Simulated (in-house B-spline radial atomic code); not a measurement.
## RPA and G0W0 on B3LYP (VWN-RPA): P

Configuration [Ne] 3s2 3p3, highest spin, mean-field start B3LYP (VWN-RPA). Computed with an all-electron radial atomic-structure program (B-spline basis): all electrons, scalar-relativistic (spin-free one-electron X2C), finite nucleus, each spin shell either full or empty, empty states to l = 9 with an (l + 1/2)⁻⁴ tail; G0W0 by contour deformation at full frequency.

Command:
```bash
python run_gw.py task.json out
```
Settings (radii: box in bohr, nucleus in fm):
```
Z                        15
electrons                15
configuration            [Ne] 3s2 3p3
hamiltonian              x2c
method                   b3lyp
lmax                     9
rms_radius               3.1889
spin_polarised           True
box_radius               40
intervals                74
```

Run time, properties included: 2 s on 1 thread of Arm Neoverse V2 (shared host).

Energies (hartree):

```json
{"term": "mean-field total", "value": "-342.11820"}
{"term": "Hartree-Fock functional on these orbitals", "value": "-341.52865"}
{"term": "direct second order", "value": "-0.96402"}
{"term": "second-order exchange", "value": "0.35442"}
{"term": "SOSEX correction", "value": "0.31756"}
```

(1) What is the RPA correlation energy, and what remains with SOSEX?

Quasi-particle levels (eV):

| level | occupied | mean field | Σx - vxc | Σc | QP weight | G0W0 |
| --- | --- | --- | --- | --- | --- | --- |
| 3p up | yes | -7.108 | -3.42 | ? | ? | ? |
| 3p down | no | -3.241 | 4.89 | -2.56 | 0.879 | -0.916 |

G0W0 = mean field + (Σx - vxc) + Σc, with Σc (partial-wave tail included) taken at the quasi-particle energy. Only the outer levels were computed. Levels of low weight are left out.

(2) Where does G0W0 put 3p up?

Results:

(1) RPA gives -0.83311 hartree (-1.51 eV per electron); RPA + SOSEX gives -0.51554, and the second-order doubles -0.60959 hartree (no singles). RPA lacks exchange-type terms and so overcorrelates at short range.

(2) At -10.337 eV, with Σc = 0.19 eV and a quasi-particle weight of 0.854. The tabulated removal energy is 10.487 eV (NIST, measured); the calculation leaves out spin-orbit coupling, Breit and QED terms, and what these don't explain is the method's own error.
